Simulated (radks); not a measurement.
Er+, configuration [Xe] 4f12 6s1 (the NIST ground configuration). All-electron calculation, scalar-relativistic Kohn-Sham, PBE, spin-polarised, spherical densities, finite nucleus; open shells are filled with parallel spins first (spin-orbit coupling, left out, can overturn this in heavy ions); Fermi nuclear charge, rms radius 5.2516 fm. Program: a radial shooting solver on a logarithmic mesh with Libxc functionals.

Normalised radial functions P(r) = r R(r), r in bohr:

r         5p down  6s down
0.002154   0.0042   0.0281
0.002507   0.0054   0.0312
0.002942   0.0071   0.0346
0.003425   0.0091   0.0380
0.003988   0.0117   0.0413
0.004642   0.0151   0.0447
0.005404   0.0194   0.0477
0.006291   0.0248   0.0504
0.007383   0.0320   0.0524
0.008595   0.0406   0.0533
0.01001    0.0511   0.0527
0.01165    0.0639   0.0504
0.01356    0.0792   0.0458
0.01579    0.0971   0.0385
0.01853    0.1185   0.0276
0.02157    0.1408   0.0140
0.02511    0.1640  -0.0026
0.02923    0.1863  -0.0215
0.03403    0.2051  -0.0414
0.03993    0.2171  -0.0612
0.04649    0.2166  -0.0761
0.05412    0.1995  -0.0838
0.063      0.1616  -0.0809
0.07335    0.1005  -0.0650
0.08539    0.0172  -0.0353
0.1002    -0.0870   0.0082
0.1167    -0.1879   0.0547
0.1358    -0.2705   0.0958
0.1581    -0.3116   0.1195
0.184     -0.2903   0.1146
0.2143    -0.1960   0.0759
0.2514    -0.0266   0.0036
0.2927     0.1692  -0.0781
0.3408     0.3489  -0.1469
0.3967     0.4571  -0.1768
0.4618     0.4499  -0.1506
0.542      0.3017  -0.0626
0.6309     0.0505   0.0573
0.7345    -0.2559   0.1789
0.8551    -0.5537   0.2660
0.9954    -0.7860   0.2910
1.159     -0.9163   0.2414
1.36      -0.9314   0.1144
1.583     -0.8452  -0.0553
1.843     -0.6942  -0.2416
2.146     -0.5175  -0.4116
2.498     -0.3499  -0.5386
2.908     -0.2138  -0.6052
3.412     -0.1127  -0.6017
3.973     -0.0536  -0.5321
4.625     -0.0218  -0.4190
5.384     -0.0074  -0.2942
6.268     -0.0021  -0.1838
7.297     -0.0005  -0.1012
8.563     -0.0001  -0.0463
9.968     0.0000  -0.0187
11.6      0.0000  -0.0063

5p down: eigenvalue -32.591 eV, 3 radial nodes at r = 0.0878, 0.257, 0.648 bohr, <r> = 1.50 bohr, 90 % of the charge inside 2.21 bohr. 6s down (empty): eigenvalue -8.463 eV, 5 radial nodes at r = 0.0246, 0.0975, 0.253, 0.588, 1.51 bohr, <r> = 3.56 bohr, 90 % of the charge inside 5.16 bohr.
